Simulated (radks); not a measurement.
Problem. The mean radii <r> (bohr) of the occupied orbitals of an atom or ion are listed with their occupations. All-electron calculation, non-relativistic Kohn-Sham, LDA (Slater exchange, Perdew-Wang correlation), spin-unpolarised, spherical densities, point nucleus. Program: a radial shooting solver on a logarithmic mesh with Libxc functionals.

| orbital | occ. | <r> |
|---|---|---|
| 1s | 2 | 0.01893 |
| 2s | 2 | 0.07890 |
| 2p | 6 | 0.06663 |
| 3s | 2 | 0.1868 |
| 3p | 6 | 0.1762 |

Name the element and its charge.

Solution. Z = 80, mercury, charge +62: Hg62+ in [Ar]. The 1s radius gives Z: for a bare nucleus <r> = 1.5/Z, 0.01875 bohr for Z = 80, and screening makes it slightly larger (0.01893 here). The occupations add up to 18, and the charge is Z minus that.
